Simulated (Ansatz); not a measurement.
The same molecule with X = O, S, Se, Te. Ansatz, PBE0-D4/def2-TZVP geometries, multiplicity 1.

Elements past krypton have def2 core potentials. Scalar relativity is left out up to krypton.

| X | molecule | mean X–H bond length / Å | mean X–Si bond length / Å | HOMO energy (ωB97M-V/def2-TZVPP) / eV | HOMO–LUMO gap (B3LYP/def2-TZVPP) / eV | size of the dipole moment (ωB97M-V/def2-TZVPP) / D |
| --- | --- | --- | --- | --- | --- | --- |
| O | `O[SiH3]` | 0.957 | 1.648 | -11.07 | 8.27 | 1.32 |
| S | `[SiH3]S` | 1.344 | 2.137 | -9.71 | 7.11 | 0.99 |
| Se | `[SiH3][SeH]` | 1.469 | 2.279 | -9.26 | 6.54 | 0.89 |

(1) Give the row for X = Te, `[SiH3][TeH]`. (Estimate.)

## Answers

(1) Ansatz gave: 
| X | molecule | mean X–H bond length / Å | mean X–Si bond length / Å | HOMO energy (ωB97M-V/def2-TZVPP) / eV | HOMO–LUMO gap (B3LYP/def2-TZVPP) / eV | size of the dipole moment (ωB97M-V/def2-TZVPP) / D |
| --- | --- | --- | --- | --- | --- | --- |
| Te | `[SiH3][TeH]` | 1.658 | 2.494 | -8.63 | 5.37 | 0.59 |

From O to Te the mean X–H bond length rises at each step, by 0.701 Å in all; the mean X–Si bond length rises at each step, by 0.846 Å in all; the HOMO energy (ωB97M-V/def2-TZVPP) rises at each step, by 2.44 eV in all; the HOMO–LUMO gap (B3LYP/def2-TZVPP) falls at each step, by 2.90 eV in all. Bonds lengthen as the atom grows down the group. Dipoles are sizes alone, and their direction can turn along the series.

B3LYP here is the variant with VWN-RPA as its local correlation; programs differ in this.

Spin–orbit coupling is left out; it splits and shifts lone-pair levels of the heavy atoms by tenths of an eV.
